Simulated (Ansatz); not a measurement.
Relaxation of F$_{4}$H$_{2}$OW (8 atoms, charge 0, multiplicity 1), to a largest force component of 0.02 eV/Å in at most 40 steps.

All numbers below come from RKS PBE0-D4/def2-SVP (Ansatz 0.2.0).

```xyz
8
Properties=species:S:1:pos:R:3:forces:R:3
W 0.000 0.000 0.000 0.82 0.35 1.95
O 0.000 0.000 1.940 -1.93 -0.57 -1.85
H -0.909 -0.281 2.277 1.74 0.45 -0.10
H 1.720 0.000 0.000 0.39 0.02 0.06
F 0.000 1.850 0.000 0.34 -0.39 -0.19
F -1.850 0.000 0.000 -1.73 -0.06 0.12
F 0.000 -1.850 0.000 0.22 0.26 -0.19
F 0.000 0.000 -1.850 0.15 -0.05 0.19
```

Where does it end, and by what steps?

It converged. After 35 steps the energy has fallen by 0.830 eV; H3 moved furthest, 1.03 Å.

```
step  energy less start (eV)  largest force component (eV/Å)  accepted
   0                  0.0000                           1.951       yes
   2                 -0.4013                           1.296       yes
   4                 -0.5693                           0.688       yes
   6                 -0.6612                           0.281       yes
   8                 -0.7150                           0.401       yes
  10                 -0.7343                           0.115       yes
  12                 -0.7686                           0.613       yes
  14                 -0.7818                           0.895       yes
  16                 -0.7985                           0.452       yes
  18                 -0.8105                           0.364       yes
  20                 -0.8201                           0.104       yes
  22                 -0.8236                           0.081       yes
  24                 -0.8258                           0.262       yes
  26                 -0.8279                           0.038       yes
  28                 -0.8286                           0.023       yes
  30                 -0.8292                           0.061       yes
  32                 -0.8301                           0.062       yes
  34                 -0.8302                           0.027       yes
  35                 -0.8302                           0.006       yes
```

```xyz
8
Properties=species:S:1:pos:R:3
W -0.182 -0.098 0.021
O -0.394 -0.160 1.863
H -0.373 0.571 2.494
H 1.472 -0.374 -0.230
F 0.277 1.663 0.455
F -1.880 -0.541 -0.619
F 0.026 -1.942 0.073
F 0.015 0.600 -1.689
```

Time of the run: 3.1 min on 2 threads of Intel(R) Xeon(R) Platinum 8259CL CPU @ 2.50GHz (Skylake/Cascade Lake) (shared host), peak memory 0.29 GiB.
